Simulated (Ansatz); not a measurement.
Gas-phase electronic energies from Ansatz, PBE0-D4/def2-TZVP geometries. CCSD(T)/CBS is the MP2 limit (def2-TZVPP, def2-QZVPP) plus CCSD(T) − MP2 in def2-TZVPP, frozen cores. This one scheme is used for every species. DFT in def2-TZVPP. Triplets are unrestricted, without spin–orbit coupling. Each species was taken in one conformer, which may not be the lowest.

Consider the formal loss of a carbene: `CBS[SiH2]C` → `BS[SiH2]C` + `[CH2]` (triplet).

Task: Is it downhill or uphill in electronic energy at CCSD(T)/CBS, and by how much? (Estimate.)

Result: The calculation gave: Uphill: ΔE = +116.2 kcal/mol.

Task: What do these levels give: revPBE-D4, BHLYP-D4, CAM-B3LYP-D4, BLYP, CCSD/def2-SVP, MP2/def2-TZVPP? (Estimate.)

Result: Computed: revPBE-D4 114.9, BHLYP-D4 111.7, CAM-B3LYP-D4 115.6, BLYP 111.1, CCSD/def2-SVP 109.3, MP2/def2-TZVPP 116.7 kcal/mol.

Largest T1 diagnostic among the species: 0.013.

Leaving LDA and LC-ωPBE aside and taking each functional with its dispersion term where it has one, the values, not all of them listed here, spread over 7.8 kcal/mol, from r2SCAN0-D4 to ωB97X-V. LDA lies +18.1 kcal/mol from PBE without D4. At CCSD(T), def2-SVP lies −4.9 kcal/mol from the extrapolated value and def2-TZVPP −3.0 kcal/mol. From r2SCAN to r2SCAN0 (25 % exact exchange), in def2-TZVPP and without D4, ΔE moves by −1.1 kcal/mol.
